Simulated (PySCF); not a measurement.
## Fe²⁺: ionisation energy

Fe²⁺ [Ar] 3d6 (5D) → Fe³⁺ [Ar] 3d5 (6S), as a difference of total energies. Calculation: PySCF 2.14, in aug-cc-pwCVTZ-DK with one added diffuse shell each of s, p, d, f, g type (11s10p8d5f4g, 152 functions); scalar relativity by spin-free X2C-1e. The calculations carry no spin-orbit coupling.

```
 method  ionisation energy (eV)  difference from reference (eV)
    UHF                  28.322                          -2.329
r2SCANh                  30.707                          +0.056
   MN15                  31.235                          +0.584
  wB97X                  30.929                          +0.278
```

Reference: 30.651 ± 0.012 eV (measured; NIST Atomic Spectra Database, ionization energies).

The reference lies between the lowest fine-structure levels, while these numbers refer to the centres of the terms.
